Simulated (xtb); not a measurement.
Si(Cl)2(NH2)2 (Cl2H4N2Si), SMILES N[Si](N)(Cl)Cl. All values are semi-empirical tight-binding results from xtb (GFN2-xTB unless named), good for trends rather than for accurate numbers. Coordinates come from a GFN2-xTB optimisation. One conformer was computed; it need not be the lowest.

Optimised geometry:

```xyz
9

N     -0.3001    -1.3355     1.3473
Si     0.0000     0.0000     0.3157
N      0.3001     1.3355     1.3473
Cl    -1.6421     0.1389    -0.8636
Cl     1.6421    -0.1389    -0.8636
H      0.3839    -1.5897     2.0393
H     -0.7838    -2.1473     1.0013
H     -0.3839     1.5897     2.0393
H      0.7838     2.1473     1.0013
```

The point group as xtb finds it is C2. The orbital gap is 7.23 eV, the dipole moment is 2.75 D and the zero-point energy is 33.9 kcal/mol. The G − E(el) at 298.15 K (modified RRHO) is 13.7 kcal/mol and the static polarisability (D4 model) comes out as 78.2 bohr³. The solvation energy, GFN2-xTB/ALPB(water) is -7.4 kcal/mol and the solvation energy, GFN2-xTB/ALPB(chcl3) is -6.1 kcal/mol.

Computed atomic charges and the Wiberg bond orders between heavy atoms:
charges (e) N1 -0.39, Si2 0.58, N3 -0.39, Cl4 -0.25, Cl5 -0.25, H6 0.17, H7 0.17, H8 0.17, H9 0.17. Bond orders N1–Si2 1.14, Si2–N3 1.14, Si2–Cl4 1.01, Si2–Cl5 1.01.
